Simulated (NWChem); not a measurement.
C2H7BO; SMILES CCBO

```xyz
11

B     -0.6408     0.8950     0.0000
H     -1.6380     1.5856     0.0000
C     -0.7293    -0.6789     0.0000
C      0.5902    -1.4425     0.0000
H     -1.3509    -0.9654    -0.8694
H     -1.3509    -0.9654     0.8694
H      1.1998    -1.2082     0.8896
H      1.1998    -1.2082    -0.8896
H      0.4443    -2.5336     0.0000
O      0.5298     1.5705     0.0000
H      1.2961     0.9843     0.0000
```
Atoms are numbered in this order, from 1.

Computed with NWChem. Medium grid unless said otherwise, to which SCAN and Minnesota functionals are sensitive. Coordinates come from a PBE0/def2-SVP optimisation. B3LYP is NWChem's, with the RPA form of VWN correlation. Total energies of different functionals are on different scales.

| level | energy (Ha) | highest occupied level (eV) | orbital gap (eV) | dipole (D) |
|---|---|---|---|---|
| PBE/def2-SVP | -180.1708 | -6.73 | 6.20 | 1.95 |
| B3LYP/def2-SVP | -180.4235 | -7.99 | 8.27 | 1.95 |
| LDA (Slater exchange, VWN5)/def2-SVP | -178.8213 | -6.77 | 6.02 | 2.05 |
| CAM-B3LYP/def2-SVP | -180.3218 | -9.65 | 11.34 | 1.97 |
| M06-2X/def2-SVP | -180.3255 | -9.55 | 11.06 | 1.96 |
| TPSSh/def2-SVP | -180.4312 | [?] | [?] | 1.93 |

Problem. Fill in the missing entries.

Solution. 
- TPSSh/def2-SVP, highest occupied level (eV): -7.49
- TPSSh/def2-SVP, orbital gap (eV): 7.56
